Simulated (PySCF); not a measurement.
PySCF input for CH₈N₂OSi, SMILES C[Si](N)(N)O, PBE/pcSseg-1. Geometry optimised at PBE-D3(BJ)/def2-SVP. One conformer was computed; it need not be the lowest.

```python
import numpy as np
from pyscf import gto, scf, dft
from pyscf.prop.nmr import rks as nmr

mol = gto.M(
    atom='''
    C     1.52241474   -0.03722148    1.06898732
    Si   -0.01064302    0.01132997   -0.01234808
    N    -1.38900046   -0.15880844    1.03594221
    N    -0.25967967   -1.23277885   -1.21107630
    O     0.17046543    1.45453803   -0.87770034
    H     2.44007829    0.04480386    0.45265876
    H     1.57391790   -0.97972738    1.64957021
    H     1.53128869    0.80985417    1.78604381
    H    -2.32533874   -0.17708297    0.62396347
    H    -1.39961021    0.35369040    1.92077629
    H    -0.49127824   -2.17396057   -0.88338967
    H     0.39113284   -1.28344123   -1.99870433
    H    -0.52863903    1.57537988   -1.54442790
    ''',
    basis='pcSseg-1',
    charge=0,
    spin=0,
    max_memory=1600,
    verbose=3,
)
mf = dft.RKS(mol, xc='pbe')
mf.grids.level = 3
mf.conv_tol = 1e-10
mf.max_cycle = 100
mf.kernel()
n = nmr.NMR(mf)
n.verbose = 2
n.max_cycle_cphf = 60
sigma = n.kernel()
print('atom   isotropic/ppm   span/ppm')
for i, s in enumerate(sigma):
    w = np.linalg.eigvalsh((s + s.T) / 2)
    print(f'{mol.atom_symbol(i):2s}{i + 1:3d} {w.mean():14.3f} {w[2] - w[0]:11.3f}')
```

Output:

```
converged SCF energy = -516.813470632844
atom   isotropic/ppm   span/ppm
C   1        181.245      14.201
Si  2        349.782      59.811
N   3        225.718      65.983
N   4        233.107      67.394
O   5        250.616      51.751
H   6         30.943      10.231
H   7         31.123      10.080
H   8         30.778      10.182
H   9         30.535      16.656
H  10         30.667      16.281
H  11         30.654      17.155
H  12         30.949      16.776
H  13         29.899      18.263
```

The run converged.
